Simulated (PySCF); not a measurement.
**Magnetic susceptibility: (OH)2Al-S-SiH3**

Geometry:
```
atom   x (Å)   y (Å)   z (Å)
 Al1  -0.754   0.442   0.989
  O2  -1.941   0.703   2.095
  O3   0.680   1.255   0.915
  S4  -1.022  -1.101  -0.548
 Si5   0.843  -0.951  -1.614
  H6  -2.756   0.623   2.566
  H7   1.332   1.891   1.167
  H8   0.655  -1.954  -2.653
  H9   1.005   0.384  -2.181
 H10   1.958  -1.291  -0.736
```

Computed, not measured: GIAO KT3/def2-SVP magnetisability, rotational g tensor and spin-rotation constants, non-relativistic, gas phase in PySCF 2.14.0. Geometry: GFN2-xTB.

**Question.** What are the magnetisability and the molar susceptibility?

**Answer.** Isotropic -1219 × 10⁻³⁰ J/T², or -73.4 × 10⁻⁶ cm³/mol; principal values -1275, -1209, -1175 × 10⁻³⁰ J/T², anisotropy 88 × 10⁻³⁰ J/T² (root of half the summed squared differences of the principal values). The susceptibility is in cgs units.

**Question.** Split it along the inertial axes a, b, c into diamagnetic and paramagnetic parts about the centre of mass, with the quadrupole moment.

**Answer.** 
| axis | χ (10⁻⁶ cm³/mol) | diamagnetic (10⁻⁶ cm³/mol) | paramagnetic (10⁻⁶ cm³/mol) | summed x² of all electrons (Å²) | quadrupole Θ (D Å) |
| --- | --- | --- | --- | --- | --- |
| a | -74.7 | -357.6 | 282.8 | 195.0 | +3.24 |
| b | -72.8 | -883.4 | 810.7 | 71.0 | +1.00 |
| c | -72.8 | -1128.7 | 1055.9 | 13.2 | -4.23 |

Anisotropies 2χaa − χbb − χcc = -4.0 and 2χbb − χaa − χcc = +2.0 × 10⁻⁶ cm³/mol. Θ is traceless in Buckingham's convention.

**Question.** And the rotational g tensor?

**Answer.** 
```
axis  rotational constant (GHz)        g  nuclear part  electronic part
   a                     4.4282  -0.0205        0.5679          -0.5884
   b                     1.4733  -0.0073        0.5538          -0.5611
   c                     1.1199  -0.0039        0.5516          -0.5555
```
Asymmetric top; isotopes 27Al, 1H, 16O, 32S, 28Si; no vibrational averaging.
